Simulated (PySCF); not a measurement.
ScF3, SMILES [F][Sc]([F])[F].

Geometry: r2SCAN-D4/def2-SVP. The isomer is the one that the SMILES or the coordinates give; other isomers of the formula were not compared.

These are r2SCAN-D4/def2-SVP in PySCF values and carry that method's errors.

Frequencies are harmonic and unscaled.

Modes within 1.5 cm⁻¹ of each other (mostly degenerate sets) share a row, with their intensities summed.

```tsv
mode	ν (cm⁻¹)	IR (km/mol)	Raman (Å⁴/amu)	depolarisation	moving atoms (share of kinetic energy)
1	49	110.7	0.0	–	Sc 56 %, F 44 %
2–3	169	27.6	1.6	0.75	F 86 %, Sc 14 %
4	656	0.0	8.2	0.08	F 100 %
5–6	770	482.5	0.4	0.75	F 58 %, Sc 42 %
```
